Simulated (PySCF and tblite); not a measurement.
Values are calculated unless marked as measured or tabulated.
Molecule: C6H10FN, numbered as in [F:1][C@@:2]12[CH2:3][CH2:4][C@@H:5]1[CH2:6][NH:7][CH2:8]2.

The mean out-of-plane torsion at N7 (0° is planar) is held and the rest relaxed at GFN2-xTB. Energies: PBE0/pcSseg-1 + D3(BJ), IEF-PCM chloroform. (tblite 0.8, PySCF 2.14.)

Problem. Give the DFT energy and dipole along the out-of-plane angle.

Solution. 
```
out-of-plane angle °  E kcal/mol  dipole D
                 -44        2.86      1.49
                 -37        0.22      1.59
                 -27        0.83      1.78
                 -14        3.57      2.08
                   0        5.66      2.42
                  14        5.05      2.63
                  28        1.85      2.54
                  38        0.00      2.40
                  45        1.93      2.32
```

Problem. Where is the lowest sampled point, and what does the planar form cost?

Solution. At 38°; the point at 0° lies 5.66 kcal/mol above it.
